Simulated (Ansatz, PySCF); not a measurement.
System: bromo(trimethoxy)silane, C$_{3}$H$_{9}$BrO$_{3}$Si, charge 0, multiplicity 1. 
Coordinates optimised at B3LYP-D3(BJ)/def2-TZVP (Ansatz, a program for electronic structure):
```
Si
O 1 1.6186
C 2 1.4233 1 125.50
H 3 1.0889 2 107.69 1 176.33
H 3 1.0918 4 109.35 2 120.52
H 3 1.0925 4 109.08 5 119.41
O 1 1.6193 2 109.41 3 -177.29
C 7 1.4260 1 124.22 2 52.17
H 8 1.0888 7 107.57 1 177.96
H 8 1.0915 9 109.31 7 -120.24
H 8 1.0930 9 109.07 10 -119.21
O 1 1.6265 2 107.64 3 -53.14
C 12 1.4222 1 125.99 2 174.15
H 13 1.0890 12 107.74 1 176.97
H 13 1.0921 14 109.23 12 -120.31
H 13 1.0927 14 109.12 15 -119.02
Br 1 2.2283 2 111.37 3 66.05
```

Total electronic energies in hartree. Cores are frozen in the correlated levels unless marked. Spin-orbit coupling is left out. The frozen core is the preceding noble-gas configuration, with the filled d and f shells of earlier blocks. No relativistic terms. 

| level | program | energy (Eh) |
|---|---|---|
| HF-D3(BJ)/def2-TZVPD | PySCF + dftd3 | -3205.23143 |
| RI-HF/def2-TZVPP | Ansatz | -3205.12687 |
| RI-HF/def2-TZVPPD | Ansatz | -3205.12882 |
| PBE-D4/def2-TZVPD | Ansatz + dftd4 | -3208.45260 |
| revPBE/def2-TZVPD | Ansatz | -3208.97375 |
| B3LYP-D3(BJ)/def2-TZVPD | Ansatz + dftd3 | -3209.46586 |
| PBE0/6-31G* | Ansatz | -3208.08503 |
| PBE0-D4/def2-TZVPD | Ansatz + dftd4 | -3208.58995 |
| r2SCANh/def2-TZVPD | Ansatz | -3209.14191 |
| HSE06-D4/def2-TZVPD | Ansatz + dftd4 | -3208.56984 |
| wB97M-V/def2-TZVPD | Ansatz | -3209.09487 |
| MP2/6-31G | Ansatz | -3205.04215 |
| MP2/6-31G* | Ansatz | -3205.73733 |
| CCSD/6-31G* | Ansatz | -3205.79982 |

Totals of different functionals don't rank their quality; only differences between species are comparable.
